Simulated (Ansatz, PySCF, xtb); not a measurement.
Gas-phase reaction 4 R1 + R2 → 4 P1 + P2, each structure at its B3LYP-D3(BJ)/def2-TZVP stationary point, reached from a drawn start (curvature not checked).
P1: H2 (SMILES [H][H]), charge 0, multiplicity 1.
R1, HF (SMILES F) (charge 0, multiplicity 1, Z-matrix in Å and degrees):
```
F
H 1 0.9245
```
R2: SiH4 (SMILES [SiH4]), charge 0, multiplicity 1.
P2, SiF4 (SMILES F[Si](F)(F)F) (charge 0, multiplicity 1):
```xyz
5

Si     0.0000     0.0000     0.0000
F     -0.9178    -0.9434    -0.8510
F      0.4637    -0.7514     1.2950
F     -0.8013     1.2860     0.4008
F      1.2554     0.4087    -0.8447
```

```
level                        reaction energy (kcal/mol)  minus CCSD(T)/cc-pV(Q+d)Z
---------------------------  --------------------------  -------------------------
GFN1-xTB                                        -122.86                       0.70
HF/cc-pV(D+d)Z                                   -94.57                      28.99
HF/cc-pV(Q+d)Z                                  -124.84                      -1.27
SVWN5/def2-TZVPP                                -113.95                       9.61
PBE/def2-TZVPP                                  -111.76                      11.80
PBE-D3(BJ)/def2-TZVPP                           -112.06                      11.50
PBE-D4/def2-TZVPP                               -112.79                      10.77
BLYP/def2-TZVPP                                 -118.75                       4.82
revPBE/def2-TZVPP                               -109.99                      13.57
revPBE-D3(BJ)/def2-TZVPP                        -110.68                      12.89
revPBE-D4/def2-TZVPP                            -113.24                      10.33
r2SCAN/def2-TZVPP                               -126.74                      -3.18
r2SCAN-D3(BJ)/def2-TZVPP                        -126.82                      -3.26
r2SCAN-D4/def2-TZVPP                            -126.97                      -3.41
B97M-V/def2-TZVPP                               -126.61                      -3.05
B3LYP/def2-TZVPP                                -118.97                       4.59
B3LYP-D3(BJ)/def2-TZVPP                         -119.57                       3.99
B3LYP-D4/def2-TZVPP                             -120.65                       2.92
PBE0/def2-TZVPP                                 -111.78                      11.78
PBE0-D3(BJ)/def2-TZVPP                          -112.06                      11.50
PBE0-D4/def2-TZVPP                              -112.63                      10.93
BHLYP/def2-TZVPP                                -121.38                       2.18
BHLYP-D3(BJ)/def2-TZVPP                         -121.90                       1.66
CAM-B3LYP/def2-TZVPP                            -121.53                       2.04
CAM-B3LYP-D3(BJ)/def2-TZVPP                     -121.81                       1.75
CAM-B3LYP-D4/def2-TZVPP                         -122.38                       1.18
wB97X-V/def2-TZVPP                              -119.60                       3.97
wB97M-V/def2-TZVPP                              -121.58                       1.99
B2PLYP/def2-TZVPP                               -121.81                       1.75
B2PLYP-D3(BJ)/def2-TZVPP                        -122.12                       1.45
B2PLYP-D4/def2-TZVPP                            -122.52                       1.05
MP2/cc-pV(D+d)Z                                 -105.99                      17.58
MP2/cc-pV(T+d)Z                                 -126.56                      -3.00
MP2/cc-pV(Q+d)Z                                 -126.91                      -3.35
SCS-MP2/cc-pV(T+d)Z                             -125.68                      -2.12
SCS-MP2/cc-pV(Q+d)Z                             -126.07                      -2.51
CCSD/cc-pV(T+d)Z                                -120.49                       3.07
CCSD/cc-pV(Q+d)Z                                -122.65                       0.91
CCSD(T)/cc-pV(D+d)Z                              -99.03                      24.53
CCSD(T)/cc-pV(Q+d)Z                             -123.56                       0.00
```

 The comparison column counts from a level with limits of its own.

P less R. No zero-point or thermal terms.

Frozen-core correlation throughout.

Codes used: Ansatz (an electronic-structure program); PySCF for the D3/D4 terms; xtb for the GFN methods. All values are computed, each at the level named.
